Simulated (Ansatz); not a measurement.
Gas-phase electronic energies from Ansatz, PBE0-D4/def2-TZVP geometries. CBS: MP2 limit from def2 TZ/QZ plus the TZ coupled-cluster correction, frozen cores. This one scheme is used for every species, atoms too. DFT in def2-TZVPP. Open shells (•) are unrestricted, without spin–orbit coupling. Spin–orbit coupling would lower the free atoms: a little for B, Cl; clearly for Se. For Se outer-core shells are correlated without core-valence functions, so the limit isn't a true one: a few kJ/mol of doubt a bond, and 10 to 20 or more in all where bonds break to atoms. Scalar relativity is left out up to krypton. One conformer a species, not always the lowest.

Reaction (atomization): `Cl[B-](Cl)(Cl)[SeH2+]` → B• + 3 Cl• + 2 H• + Se•

`Cl[B-](Cl)(Cl)[SeH2+]`:

```xyz
7

Cl   -1.187    0.716    1.804
B    -0.645   -0.413    0.513
Cl    0.608   -1.601    0.999
Cl   -1.937   -1.045   -0.567
Se    0.426    1.049   -0.913
H     1.631    1.256   -0.097
H     1.104    0.039   -1.739
```

CCSD(T)/CBS gives +21.20 eV.

Task: Another level gave +21.32 eV. Which?
A. PBE/def2-TZVPP
B. revPBE-D4/def2-TZVPP
C. BLYP/def2-TZVPP
D. CCSD/def2-TZVPP

Result: B. revPBE-D4 21.32, PBE 21.61, CCSD/def2-TZVPP 19.96, BLYP 20.28 eV.

Largest T1 diagnostic among the species: 0.014.

In def2-TZVPP, CCSD(T) changes the Hartree–Fock value by +5.61 eV (the triples alone add +0.54 eV) and MP2 by +6.46 eV; breaking electron pairs costs correlation energy, which Hartree–Fock lacks. From BLYP to BHLYP (50 % exact exchange), in def2-TZVPP and without D4, ΔE moves by −0.43 eV: exact exchange takes away binding that semilocal exchange gives to molecules. At CCSD(T), def2-SVP lies −1.37 eV from the extrapolated value and def2-TZVPP −0.71 eV: correlation converges slowly with the basis, and small sets miss more of it in the bonded molecule than in its fragments.

For atomizations the MP2-based limit and the directly extrapolated one differ by several kJ/mol either way, and by 10 to 25 for some Ge, Se and Sn compounds, so smaller differences from it don't rank the levels.
